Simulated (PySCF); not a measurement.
# Reading the logs of faulty runs: ClH4OSi2

These are calculations, not measurements. They come from PySCF 2.14.0, an open-source quantum chemistry program, on an isolated molecule that a program drew, which may never have been made. The molecule is ClH4OSi2 (charge 0, doublet), drawn as the SMILES string `O[SiH2][SiH]Cl`.

Each row is a Hartree-Fock (HF) and frozen-core CCSD(T) single point in the cc-pV(D+d)Z basis, meant for a local HF minimum. Run 1 is clean. Each other run has one planted mistake out of seven kinds, and not every kind appears here: one electron removed, one electron added, multiplicity raised by two, geometry at a saddle point, minimal basis STO-3G, one bond length entered in bohr, all coordinates scaled. The reference is restricted for singlets and unrestricted otherwise, and also for a bond in bohr. Adding or removing an electron swaps singlet and doublet. Electrons count all cores. HOMO and LUMO are orbital energies over both spins, the gradient is its largest component, and the lowest frequency (negative if imaginary) is given only where the gradient is small. Bond lengths are over the 7 bonds as drawn. T1 is the CCSD diagnostic: over 0.02 (restricted) or 0.045 (unrestricted) a single reference is doubtful.

Geometry of the clean run:
```xyz
8
ClH4OSi2, angstrom
O    -0.3890   -0.8671   -1.2417
Si    0.6182    0.1795   -0.4592
Si   -0.5765    1.5534    1.0497
Cl   -1.8475    2.8765    0.0555
H    -0.9536   -1.4402   -0.7457
H     1.2810    0.9727   -1.5091
H     1.6319   -0.5347    0.3532
H     0.2890    2.3630    1.9377
```

| run | electrons | basis functions | <S^2> | HOMO (eV) | LUMO (eV) | gradient (hartree/bohr) | lowest frequency (cm^-1) | mean bond (Å) | longest bond (Å) | T1 | HF (hartree) | CCSD(T) (hartree) | mistake |
|---|---|---|---|---|---|---|---|---|---|---|---|---|---|
| 1 | 57 | 103 | 0.759 | -8.94 | 0.75 | 3.2e-05 | 50 | 1.6405 | 2.365 | 0.0141 | -1114.62671 | -1115.19058 | no fault |
| 2 | 57 | 103 | 3.762 | -4.86 | -2.24 | 2.5e-02 | - | 1.6405 | 2.365 | 0.0302 | -1114.41340 | -1114.98071 | multiplicity raised by two |
| 3 | 58 | 103 | 0.000 | -1.09 | 8.07 | 5.8e-02 | - | 1.6405 | 2.365 | 0.0125 | -1114.63038 | -1115.22213 | one electron added |
| 4 | 57 | 103 | 0.760 | -8.44 | 1.22 | 1.4e-01 | - | 1.4862 | 2.142 | 0.0127 | -1114.53819 | -1115.09531 | all coordinates scaled |
| 5 | 57 | 103 | 1.714 | -8.83 | 0.92 | 1.1e-02 | - | 1.8502 | 3.118 | 0.0223 | -1114.49243 | -1115.02074 | ? |

**Which mistake was planted in run 5, and what did it cost?**

The mean bond changes by a factor of 1.128 and the longest by 1.318, so the molecule wasn't scaled as a whole. A length L in bohr read as angstrom grows by (1/0.5292 - 1) L = 0.890 L. The 7 bonds together grew by 7 x 0.2097 = 1.468 Å, which gives L = 1.650 Å. That is bond O1-Si2, 1.650 Å in the clean geometry. So the mistake is: one bond length entered in bohr. Subtracting run 1 and multiplying by 627.51 kcal/mol a hartree, the energy moved by 84.3 kcal/mol in HF and 106.6 kcal/mol in CCSD(T).

